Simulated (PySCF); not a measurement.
**Field gradients at the hydrogen positions**

C5H7NS.
Z-matrix (Å and degrees, PBE0-D3(BJ)/def2-SVP geometry), rows numbered from 1:
```
C 
N   1  1.4358
C   2  1.3737  1  119.22
C   3  1.3786  2  129.01  1    -8.80
C   4  1.4267  3  112.32  2  -177.41
C   5  1.3640  4  113.58  3    -0.33
S   6  1.7319  5  111.17  4     0.65
H   1  1.0984  2  109.38  3   179.56
H   1  1.1021  2  110.16  3    61.60
H   1  1.1086  2  113.48  3   -59.10
H   2  1.0116  1  115.76  3   144.65
H   4  1.0893  3  123.57  2     3.13
H   5  1.0914  4  123.47  3  -179.65
H   6  1.0883  5  129.06  4  -178.81
```

Level: PBE0/pcSseg-1 (PySCF, non-relativistic); Q(2H) = 0.00286 b; rigid geometry, the same for H and D, with no vibrational averaging.

Question: Rank these positions by the coupling χzz of a deuteron there, largest first.
A. H8 (methyl hydrogen)
B. H10 (methyl hydrogen)
C. H9 (methyl hydrogen)
D. H14 (aromatic hydrogen)
E. H11 (N–H hydrogen)
F. H13 (aromatic hydrogen)

Answer: E (268 kHz), D (213 kHz), F (209 kHz), A (195 kHz), C (189 kHz), B (182 kHz).

Tabulate Vzz, the asymmetry η and χzz = 234.96 MHz × Q × Vzz for every hydrogen position.

```csv
atom,bonded to,bond length (Å),Vzz (au),η,χzz (kHz)
H8,C1,1.098,0.2905,0.07,195
H9,C1,1.102,0.2819,0.06,189
H10,C1,1.109,0.2716,0.06,182
H11,N2,1.012,0.3982,0.22,268
H12,C4,1.089,0.3169,0.11,213
H13,C5,1.091,0.3103,0.07,209
H14,C6,1.088,0.3176,0.12,213
```

Average by the element that carries the hydrogen.

on C: 200 kHz over 6 positions, mean bond length 1.096 Å; on N: 268 kHz over 1 position, mean bond length 1.012 Å.

How does χzz go with the bond length over the 6 C–H bonds?

A straight-line fit has a slope of -16.1 kHz for each 0.01 Å, with a correlation coefficient of -0.99, over lengths from 1.088 to 1.109 Å. The longer bonds have the smaller couplings here.

The structure is a single PBE0-D3(BJ)/def2-SVP conformer in the gas phase; no vibrational or solvent corrections. The basis is small and wasn't made for field gradients, so the couplings can be 20 % off.

These values come from a run that also computed NMR shieldings. The run took 16 s wall on one thread of an Arm Neoverse V1, no GPU, shared host.
